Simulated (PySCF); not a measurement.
Si(F)2(I)(OH) (F₂HIOSi), SMILES F[Si](I)(F)O.

Geometry: B3LYP-D3(BJ)/def2-SVP. The def2 effective core potentials stand for the cores of I; spin–orbit coupling is left out. The values are those of a single conformer.

Method: B3LYP-D3(BJ)/def2-SVP run with PySCF.

Frequencies are harmonic and unscaled.

```tsv
mode	ν (cm⁻¹)	IR (km/mol)	Raman (Å⁴/amu)	depolarisation	moving atoms (share of kinetic energy)
1	117	72.4	2.7	0.75	H 61 %, F 37 %
2	177	1.1	1.1	0.70	O 43 %, F 36 %, Si 9 %
3	192	29.7	0.3	0.75	F 49 %, H 32 %, Si 12 %
4	235	8.5	4.6	0.37	F 37 %, I 34 %, O 23 %
5	323	22.9	1.2	0.74	F 69 %, Si 19 %, O 12 %
6	331	52.3	1.4	0.75	O 46 %, F 36 %, Si 15 %
7	440	169.3	3.7	0.05	Si 54 %, F 22 %, H 12 %
8	754	117.3	5.2	0.15	H 50 %, O 31 %, F 18 %
9	861	271.0	2.5	0.12	F 36 %, Si 30 %, H 26 %, O 8 %
10	961	150.9	0.6	0.75	F 52 %, Si 48 %
11	998	147.7	1.6	0.52	Si 47 %, O 35 %, F 12 %
12	3853	140.9	202.7	0.31	H 94 %
```
